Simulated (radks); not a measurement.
The numbers below are computed, except where a source is named.
Charge is removed step by step from the 5p down level of the praseodymium ion Pr3+, starting from [Kr] 4d10 4f2 5s2 5p(up 3, down 3). Code: a radial shooting solver on a logarithmic mesh with Libxc functionals. Model: scalar-relativistic Kohn-Sham, SCAN, spin-polarised, spherical densities, finite nucleus; open shells are filled with parallel spins first (spin-orbit coupling, left out, can overturn this in heavy ions); meta-GGA in the generalised Kohn-Sham scheme; Fermi nuclear charge, rms radius 4.8919 fm.

| removed (e) | E - E(0) (eV) | eigenvalue (eV) | E minus straight line (eV) |
|---|---|---|---|
| 0 | 0.000 | -47.164 | 0.000 |
| 0.25 | 12.149 | -50.118 | -1.119 |
| 0.5 | 25.044 | -53.093 | -1.493 |
| 0.75 | 38.687 | -56.086 | -1.118 |
| 1 | 53.073 | -59.097 | 0.000 |

Removing the whole electron costs 53.073 eV by Delta-SCF, against 47.164 eV from minus the eigenvalue at the starting occupation. Slater's transition state (half an electron removed) gives 53.093 eV. Integrating minus the eigenvalue over the occupation (Janak's theorem) gives 53.105 eV. In this scalar-relativistic scheme the density is built from large components alone, so the theorem holds only approximately. The mean slope of the eigenvalue, de/dn, is 11.9 eV per electron.
